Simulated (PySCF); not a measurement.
## Structure elucidation problem

An unknown has the formula C$_{8}$H$_{7}$N$_{3}$. Its calculated NMR data are:

¹H NMR (500 MHz, computed): δ 9.14 (m, 1H), 8.32 (m, 1H), 7.97 (d, 1H), 7.53 (m, 1H), 7.16 (m, 1H), 7.14 (d, 1H), 6.59 (m, 1H).

¹³C{¹H} NMR (computed): δ 142.2 (C), 139.7 (CH2), 139.0 (C), 134.9 (CH), 129.7 (CH), 129.4 (CH), 121.8 (CH), 121.6 (CH).

In vacuum, non-relativistic, one conformer. Structure optimised with GFN2-xTB; GIAO PBE0/pcSseg-1 shieldings; PySCF.

References, each an isolated molecule treated in the same way: ¹H (31.72 ppm), ¹³C (186.93 ppm) against TMS.

Question: Which of these isomers gave the spectra?
A. C#Cc1nn(CC)nc1C#C
B. c1ccc(-n2cnnc2)cc1
C. C=Cc1cccc2cnnn12

Answer: C. 

The formula gives 7 degrees of unsaturation (2 rings in the answer). 8 carbon signals for 8 carbons: no two carbons are equivalent. Carbon types of the structure: 2 × C, 5 × CH, 1 × CH2, which accounts for all hydrogens. δC 139.7: terminal =CH2 carbon; the olefinic region. δC 139.0: substituted aromatic carbon next to a ring nitrogen. δC 134.9: alkene CH; as expected for a trigonal carbon in a double bond. δC 129.7: aromatic CH next to a ring nitrogen. δC 129.4, 121.8, 121.6: aromatic CH.

The others: C#Cc1nn(CC)nc1C#C would give 5 carbon signals, not 8; c1ccc(-n2cnnc2)cc1 would give 5 carbon signals, not 8.

Shifts are as computed. Against solution values, carbons near 30 ppm lie about +3 ppm off and those near 130 ppm about +5 ppm. Of 1211 compounds with measured shifts, 218 miss one by over three times the rms of a fit or turn the order of signals round; such compounds aren't used in these exercises. No couplings were computed; multiplicities are counted from neighbouring protons, with m where these are inequivalent, close in shift, in a saturated or five-membered ring or joined by F or P, and br s for small geminal =CH2 splittings.
